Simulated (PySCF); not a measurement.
Gas-phase reaction: GeO2 + 4 ClO → GeCl4 + 3 O2

Method: PySCF energies (xtb for GFN2) plus ideal-gas RRHO corrections (1 bar). † marks an energy on the PBE0/def2-TZVP geometry and frequencies; other levels use their own. 6-31G* has spherical d functions here. Open shells (unrestricted): ClO (multiplicity 2, electronic degeneracy 4), O2 (multiplicity 3); the rest are closed-shell singlets. GFN2 has no spin-polarisation term. Spin-orbit splitting is ignored; it lowers the true energy and changes the entropy of ClO. B3LYP is the form with VWN-RPA correlation. Ge: all electrons, no relativistic terms. GeO2: computed as isolated molecules; such fragments, hydroxides, amides, oligomers or adducts are transient or little studied in the gas. The harmonic model lacks anharmonicity and excited electronic states, which grow with temperature; levels with a mode under 35 cm⁻¹ are left out.

| level | ΔE electronic, kJ | ΔH°(298 K), kJ | ΔS°(298 K), J/K | ΔG°(600 K), kJ |
|---|---|---|---|---|
| B3LYP/6-31G* | -936 | -926 | -190 | -813 |
| B3LYP/def2-TZVP† | -824 | -814 | -187 | -702 |
| GFN2-xTB | -201 | -193 | -174 | -89 |
| M06-2X/def2-TZVP† | -931 | -921 | -187 | -810 |
| PBE/def2-TZVP† | -805 | -795 | -187 | -684 |
| PBE0/def2-QZVP† | -880 | -870 | -187 | -758 |
| PBE0/def2-SVP† | -1074 | -1064 | -187 | -953 |
| r2SCAN/def2-TZVP† | -889 | -879 | -187 | -768 |
| ωB97M-V/def2-TZVP† | -896 | -886 | -187 | -774 |
ΔH° is lowest at PBE0/def2-SVP† and highest at GFN2-xTB. No reference value is set beside these.
